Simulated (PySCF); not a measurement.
Polarisability and C₆ of Pd (palladium, neutral)

[Kr] 4d10, closed-shell 1S. All numbers are calculated (PySCF 2.14, the spin-free X2C one-electron Hamiltonian (Gaussian nucleus), in x2c-QZVPPall with one added diffuse shell each of s, p, d, f, g type (14s9p8d5f3g, 143 functions)). Coupled (time-dependent) response in atomic units; α is the mean over directions.

| method | mean α (bohr³) | C₆ (like pair) | S(−4) |
| --- | --- | --- | --- |
| PBE0 | 26.96 | 193.3 | 493.4 |

S(−4) is the Cauchy moment in α(ω) = α(0) + S(−4) ω² + …

Reference α: 26.14 ± 0.1 bohr³ (recommended; Schwerdtfeger and Nagle, table of static dipole polarizabilities (2023 update)). Published C₆: 628.0 (Gould and Bucko (2016)).

α(iu) at PBE0:

| u (hartree) | α(iu) (bohr³) |
| --- | --- |
| 0 | 26.96 |
| 0.0500 | 25.82 |
| 0.100 | 23.18 |
| 0.200 | 17.78 |
| 0.300 | 14.03 |
| 0.500 | 9.698 |
| 0.750 | 6.831 |
| 1.00 | 5.141 |
| 1.50 | 3.264 |
| 2.00 | 2.267 |
| 3.00 | 1.274 |
| 5.00 | 0.5653 |

A single London oscillator, α(iu) = α/(1 + u²/ω²), gives C₆ = (3/4) ω α². Matching the computed C₆ needs ω = 4 × 193.3 / (3 × 26.96²) = 0.355 hartree.
